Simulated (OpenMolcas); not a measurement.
**BSiH4OF: a line through the functionals**

The species is BSiH4OF (8 atoms), meant as a singlet with charge 0. SMILES: `FBO[SiH3]`. The shape is that of a PBE0-D4/def2-TZVP optimisation. This is one conformer, not always the lowest.

The vertical ionisation energy (to the doublet cation) y, in eV, basis 6-311+G(d,p); a is the functional's share of exact exchange. Programs: OpenMolcas 26.06.

| functional | program | a | y (eV) |
| --- | --- | --- | --- |
| revPBE | OpenMolcas | 0 | 11.14 |
| TPSS | OpenMolcas | 0 | 11.31 |
| B3LYP | OpenMolcas | 0.2 | ? |
| PBE0 | OpenMolcas | 0.25 | 11.69 |
| BHLYP | OpenMolcas | 0.5 | 12.04 |

Q: Fit y = c + s·a to the known rows and predict B3LYP.

A: 
1. Means of the 4 rows: a = 0.1875, y = 11.545.
2. Σ(Δa)² = 0.17188, Σ(Δa·Δy) = 0.28375, so the slope is 0.28375/0.17188 = 1.6509.
3. Intercept: 11.545 − (1.6509) × 0.1875 = 11.235. The largest residual of the fit is 0.095.
4. B3LYP: 11.235 + (1.6509) × 0.2 = 11.57 eV.

The run gave 11.69 eV, so the prediction is off by -0.12 eV, more than the largest residual. The rows mix families of semi-local functionals, which the line can't see.
